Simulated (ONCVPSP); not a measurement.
## Ranking ONCV potentials for tungsten

All share these settings but for the change named:

W (Z = 74), optimised norm-conserving Vanderbilt (ONCV), made with ONCVPSP 4.0.1 (LDA (Perdew-Zunger), scalar-relativistic). Core [Kr] 4d10 4f14, reference 5s2 5p6 5d4 6s1.75 6p0.25. Waves: 5s+6s: rc 1.75 bohr, ncon 4, nbas 7, qcut 9 1/bohr, 2 projectors; 5p+6p: rc 2.50 bohr, ncon 4, nbas 9, qcut 5.4 1/bohr, 2 projectors; 5d: rc 2.50 bohr, ncon 4, nbas 8, qcut 7.3 1/bohr, 3 projectors, debl 2.6 Ha. Local part: polynomial inside 1.65 bohr (lpopt 2, dvloc0 0 Ha). Core correction: polynomial model core, fcfact 0.2.

Test errors are all-electron minus pseudo excitation energies from the reference, over 5s2 5p6 5d4 6s2 6p0; 5s2 5p6 5d4 6s1 6p0; 5s2 5p6 5d4 6s0 6p0; 5s1 5p6 5d4 6s2 6p0. None of these files shows a bound ghost.

The base gives 293.9 meV.

Of 7 variants that were run, those that failed, showed a ghost or another fault, or gave nearly equal values are left out.

A variant can come out equal or close to the base, since the largest error may sit in a test that the change hardly touches while other tests move.

Task: Rank these variants by their largest absolute test error, smallest first.
A. all radii but the core radius scaled by about 0.89 (s 1.56, p 2.24, d 2.24 bohr); local potential polynomial inside 1.48 bohr (lpopt 2, dvloc0 0 Ha)
B. all radii but the core radius scaled by about 1.13 (s 1.98, p 2.84, d 2.84 bohr); local potential polynomial inside 1.86 bohr (lpopt 2, dvloc0 0 Ha)
C. all radii but the core radius scaled by about 1.05 (s 1.84, p 2.64, d 2.64 bohr); local potential polynomial inside 1.74 bohr (lpopt 2, dvloc0 0 Ha)
D. all radii but the core radius scaled by about 0.97 (s 1.70, p 2.42, d 2.42 bohr); local potential polynomial inside 1.60 bohr (lpopt 2, dvloc0 0 Ha)

Result: A (226.1 meV), D (274.8 meV), C (321.1 meV), B (492.5 meV).
